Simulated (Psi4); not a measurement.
thiourea (CH$_{4}$N$_{2}$S), singlet, at a GFN2-xTB geometry; BLYP/def2-SV(P) in Psi4.

Psi4 was given this input:
```
memory 2 GB

molecule {
0 1
  N     0.84063889   -1.21868002   -0.43521389
  C    -0.07340802   -0.30783895   -0.02671367
  N    -1.31379611   -0.76552040    0.26302879
  S     0.30715846    1.28807913    0.11177703
  H     0.67514581   -2.20504393   -0.31991705
  H     1.79486212   -0.90665769   -0.49376199
  H    -1.60346404   -1.68788922   -0.01790421
  H    -2.02853056   -0.07323863    0.40872847
symmetry c1
}

set basis def2-sv(p)

energy('blyp')
print_variables()
```

What the program printed (banner, timings and long lists left out):

```
   => Loading Basis Set <=

    Name: DEF2-SV(P)
    Role: ORBITAL
    Keyword: BASIS

         ---------------------------------------------------------
                                   SCF
               by Justin Turney, Rob Parrish, Andy Simmonett
                          and Daniel G. A. Smith
                              RKS Reference
         ---------------------------------------------------------

  ==> Geometry <==

    Molecular point group: c1
    Full point group: C1

    Geometry (in Angstrom), charge = 0, multiplicity = 1:

       Center              X                  Y                   Z               Mass
    ------------   -----------------  -----------------  -----------------  -----------------
         N            0.825603127444    -1.281732982674    -0.440685504510    14.003074004430
         C           -0.088443782556    -0.370891912674    -0.032185284510    12.000000000000
         N           -1.328831872556    -0.828573362674     0.257557175490    14.003074004430
         S            0.292122697444     1.225026167326     0.106305415490    31.972071174400
         H            0.660110047444    -2.268096892674    -0.325388664510     1.007825032230
         H            1.779826357444    -0.969710652674    -0.499233604510     1.007825032230
         H           -1.618499802556    -1.750942182674    -0.023375824510     1.007825032230
         H           -2.043566322556    -0.136291592674     0.403256855490     1.007825032230

  Running in c1 symmetry.

  Rotational constants: A =      0.34921  B =      0.17661  C =      0.11748 [cm^-1]
  Rotational constants: A =  10469.08013  B =   5294.72025  C =   3521.95156 [MHz]
  Nuclear repulsion =  158.641532423362605

  Charge       = 0
  Multiplicity = 1
  Electrons    = 40
  Nalpha       = 20
  Nbeta        = 20

  ==> Algorithm <==

  SCF Algorithm Type is DF.
  DIIS enabled.
  MOM disabled.
  Fractional occupation disabled.
  Guess Type is SAD.
  Energy threshold   = 1.00e-06
  Density threshold  = 1.00e-06
  Integral threshold = 1.00e-12

  ==> Primary Basis <==

  Basis Set: DEF2-SV(P)
    Blend: DEF2-SV(P)
    Number of shells: 34
    Number of basis functions: 68
    Number of Cartesian functions: 72
    Spherical Harmonics?: true
    Max angular momentum: 2

  ==> DFT Potential <==

   => LibXC <=

    Version 7.1.2
    S. Lehtola, C. Steigemann, M. J. T. Oliveira, and M. A. L. Marques,  SoftwareX 7, 1–5 (2018) (10.1016/j.softx.2017.11.002)

   => Composite Functional: BLYP <=

    BLYP GGA Exchange-Correlation Functional

    P.J. Stephens et. al., J. Phys. Chem., 98, 11623-11627, 1994
    B. Miehlich et. al., Chem. Phys. Lett., 157(3), 200-206 1989

    Deriv               =              1
    GGA                 =           TRUE
    Meta                =          FALSE

    Exchange Hybrid     =          FALSE
    MP2 Hybrid          =          FALSE

   => Exchange Functionals <=

    1.0000     XC_GGA_X_B88

   => Correlation Functionals <=

    1.0000     XC_GGA_C_LYP

   => LibXC Density Thresholds  <==

    XC_GGA_C_LYP:  1.00E-14
    XC_GGA_X_B88:  1.00E-15

   => Molecular Quadrature <=

    Radial Scheme          =       TREUTLER
    Pruning Scheme         =           NONE
    Nuclear Scheme         =       TREUTLER

    Blocking Scheme        =         OCTREE
    BS radius alpha        =              1
    Pruning alpha          =              1
    Radial Points          =             75
    Spherical Points       =            302
    Total Points           =         170803
    Total Blocks           =           1315
    Max Points             =            256
    Max Functions          =             67
    Weights Tolerance      =       1.00E-15

   => Loading Basis Set <=

    Name: (DEF2-SV(P) AUX)
    Role: JKFIT
    Keyword: DF_BASIS_SCF

  ==> Integral Setup <==

  SCF_SUBTYPE=INCORE selected. In-core MEM_DF algorithm will be used.
  Using in-core AOs.

  ==> MemDFJK: Density-Fitted J/K Matrices <==

    J tasked:                   Yes
    K tasked:                    No
    wK tasked:                   No
    Algorithm:                 Core
    Schwarz Cutoff:           1E-12
    Mask sparsity (%):       0.5190
    Fitting Condition:        1E-10

   => Auxiliary Basis Set <=

  Basis Set: (DEF2-SV(P) AUX)
    Blend: DEF2-UNIVERSAL-JKFIT
    Number of shells: 137
    Number of basis functions: 429
    Number of Cartesian functions: 510
    Spherical Harmonics?: true
    Max angular momentum: 4

  Minimum eigenvalue in the overlap matrix is 5.1206528666E-03.
  Reciprocal condition number of the overlap matrix is 9.9997540797E-04.
    Using symmetric orthogonalization.

  ==> Pre-Iterations <==

  SCF Guess: Superposition of Atomic Densities via on-the-fly atomic UHF (no occupation information).

   -------------------------
    Irrep   Nso     Nmo
   -------------------------
     A         68      68
   -------------------------
    Total      68      68
   -------------------------

  ==> Iterations <==

                           Total Energy        Delta E     RMS |[F,P]|

   @DF-RKS iter SAD:  -547.74729569346425   -5.47747e+02   0.00000e+00
   @DF-RKS iter   1:  -547.45008284175481    2.97213e-01   1.46814e-02 DIIS/ADIIS
   @DF-RKS iter   2:  -546.65104716921098    7.99036e-01   2.30118e-02 DIIS/ADIIS
   @DF-RKS iter   3:  -547.85665049237582   -1.20560e+00   3.87033e-03 DIIS/ADIIS
   @DF-RKS iter   4:  -547.89270188601722   -3.60514e-02   2.11881e-03 DIIS/ADIIS
   @DF-RKS iter   5:  -547.90550065486593   -1.27988e-02   7.97798e-04 DIIS/ADIIS
   @DF-RKS iter   6:  -547.90688968329357   -1.38903e-03   8.16819e-05 DIIS
   @DF-RKS iter   7:  -547.90690539301170   -1.57097e-05   1.31372e-05 DIIS
   @DF-RKS iter   8:  -547.90690592275564   -5.29744e-07   1.61511e-06 DIIS
   @DF-RKS iter   9:  -547.90690592892452   -6.16888e-09   3.65336e-07 DIIS
  Energy and wave function converged.

  ==> Post-Iterations <==

   Electrons on quadrature grid:
      Ntotal   =   39.9999951973 ; deviation = -4.803e-06

    Orbital Energies [Eh]
    ---------------------

    Doubly Occupied:

       1A    -88.011514     2A    -14.037945     3A    -14.037911
       4A    -10.014746     5A     -7.591277     6A     -5.628003
       7A     -5.621537     8A     -5.617504     9A     -0.877131
      10A     -0.795442    11A     -0.642583    12A     -0.545990
      13A     -0.499349    14A     -0.478230    15A     -0.431214
      16A     -0.351399    17A     -0.304441    18A     -0.232177
      19A     -0.166849    20A     -0.151910

    Virtual:

      21A     -0.005690    22A      0.006826    23A      0.055955
      24A      0.056711    25A      0.096148    26A      0.158809
      27A      0.251662    28A      0.276630    29A      0.336184
      30A      0.423162    31A      0.473828    32A      0.477523
      33A      0.482480    34A      0.530411    35A      0.535559
      36A      0.630265    37A      0.651157    38A      0.665817
      39A      0.672497    40A      0.724196    41A      0.727509
      42A      0.732985    43A      0.754744    44A      0.757617
      45A      0.805878    46A      0.805919    47A      0.850527
      48A      0.957962    49A      0.961847    50A      1.072523
      51A      1.134617    52A      1.189393    53A      1.260536
      54A      1.442376    55A      1.627976    56A      1.846006
      57A      1.930815    58A      1.961878    59A      2.162787
      60A      2.163769    61A      2.353127    62A      2.395074
      63A      2.458471    64A      2.560891    65A      2.587110
      66A      2.736243    67A      2.955293    68A      2.977784

    Final Occupation by Irrep:
              A
    DOCC [    20 ]
    NA   [    20 ]
    NB   [    20 ]

  @DF-RKS Final Energy:  -547.90690592892452

   => Energetics <=

    Nuclear Repulsion Energy =            158.6415324233626052
    One-Electron Energy =               -1067.8383091886407783
    Two-Electron Energy =                 407.7070991230395407
    DFT Exchange-Correlation Energy =     -46.4172282866858339
    Empirical Dispersion Energy =           0.0000000000000000
    VV10 Nonlocal Energy =                  0.0000000000000000
    Total Energy =                       -547.9069059289245160

Computation Completed

Properties will be evaluated at   0.000000,   0.000000,   0.000000 [a0]

Properties computed using the SCF density matrix

 Multipole Moments:

 ------------------------------------------------------------------------------------
     Multipole            Electronic (a.u.)      Nuclear  (a.u.)        Total (a.u.)
 ------------------------------------------------------------------------------------

 L = 1.  Multiply by 2.5417464519 to convert [e a0] to [Debye]
 Dipole X            :          0.6877420           -1.1365389           -0.4487969
 Dipole Y            :          2.8840688           -4.7661133           -1.8820445
 Dipole Z            :          0.2502740           -0.4135942           -0.1633202
 Magnitude           :                                                    1.9416961

 ------------------------------------------------------------------------------------

  Variable Map:
  ----------------------------------------------------------------------------
  "CURRENT ENERGY"              =>    -547.906905928925
  "CURRENT REFERENCE ENERGY"    =>    -547.906905928925
  "DD SOLVATION ENERGY"         =>       0.000000000000
  "DFT FUNCTIONAL TOTAL ENERGY" =>    -547.906905928925
  "DFT TOTAL ENERGY"            =>    -547.906905928925
  "DFT VV10 ENERGY"             =>       0.000000000000
  "DFT XC ENERGY"               =>     -46.417228286686
  "GRID ELECTRONS ALPHA"        =>      19.999997598652
  "GRID ELECTRONS BETA"         =>      19.999997598652
  "GRID ELECTRONS TOTAL"        =>      39.999995197305
  "NUCLEAR REPULSION ENERGY"    =>     158.641532423363
  "ONE-ELECTRON ENERGY"         =>   -1067.838309188641
  "PCM POLARIZATION ENERGY"     =>       0.000000000000
  "PE ENERGY"                   =>       0.000000000000
  "SCF ITERATION ENERGY"        =>    -547.906905928925
  "SCF ITERATIONS"              =>       9.000000000000
  "SCF TOTAL ENERGY"            =>    -547.906905928925
  "TWO-ELECTRON ENERGY"         =>     407.707099123040
  "XC GRID RADIAL POINTS"       =>      75.000000000000
  "XC GRID SPHERICAL POINTS"    =>     302.000000000000
  "XC GRID TOTAL POINTS"        =>  170803.000000000000

  Array Variable Map:
  ----------------------------------------------------------------------------
  "CURRENT DIPOLE"              =>      -0.448796885538 ... -0.163320198076 1 by 3
  "SCF DIPOLE"                  =>      -0.448796885538 ... -0.163320198076 1 by 3
  "SCF TOTAL ENERGIES"          =>    -547.747295693464 ... -547.906905928925 1 by 10
```
